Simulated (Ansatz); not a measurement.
BrClSn, SMILES `[Cl][Sn][Br]`, relaxed with RKS PBE-D4/def2-SVP in Ansatz 0.2.0 from a rough embedded geometry. The force threshold is 0.03 eV/Å; the program also tests the step.

The species carries charge 0 and has multiplicity 1. Sn takes the def2 core potential.

Start:

```xyz
3

Cl   -1.768   -0.735    0.577
Sn    0.563   -0.378    0.662
Br    1.204    1.114   -1.239
```

Problem. How much energy does the relaxation release, and in how many steps? (Best estimate.)

Solution. Computed: 0.08 eV, in 4 steps.

Problem. Which bonds change most? (Estimate.)

Solution. Ansatz gave: Sn2–Br3 from 2.500 to 2.562 Å; Cl1–Sn2 from 2.359 to 2.411 Å.

Problem. Give the relaxed structure. (Estimate.)

Solution. Ansatz gave: 
```xyz
3

Cl   -1.753   -0.682    0.507
Sn    0.632   -0.425    0.744
Br    1.121    1.107   -1.251
```
